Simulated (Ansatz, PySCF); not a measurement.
Here is a job for PySCF.
```python
from pyscf import gto, scf, dft

mol = gto.Mole()
mol.atom = '''
    O     0.070940    0.002888    0.031336
    H    -0.025127    0.805022   -0.529842
    H     0.027376   -0.824717   -0.498515
    H    -0.569771   -0.003407    0.777672
'''
mol.basis = 'def2-svpd'
mol.charge = 1
mol.spin = 0
mol.verbose = 3
mol.build()

mf = dft.RKS(mol)
mf.xc = 'pbe'
mf.grids.atom_grid = (99, 590)
mf.grids.prune = None
mf.kernel()
```

### Question
Give the equivalent Ansatz (a program for electronic structure) input.

### Answer
Several could match; the one computed here: 
Ansatz 0.2 input:
```yaml
crystal:
  periodic: [false, false, false]
  atoms:
    - {symbol: O, position_ang: [0.07094020, 0.00288768, 0.03133554]}
    - {symbol: H, position_ang: [-0.02512652, 0.80502202, -0.52984156]}
    - {symbol: H, position_ang: [0.02737561, -0.82471664, -0.49851471]}
    - {symbol: H, position_ang: [-0.56977067, -0.00340678, 0.77767195]}
basis:
  gaussian:
    orbitals: def2-SVPD
hamiltonian:
  xc: pbe
total_charge: 1
accuracy: high
```

Both were run: PySCF gave -76.566104 Eh and Ansatz -76.566104 Eh, 0.000 mEh apart.
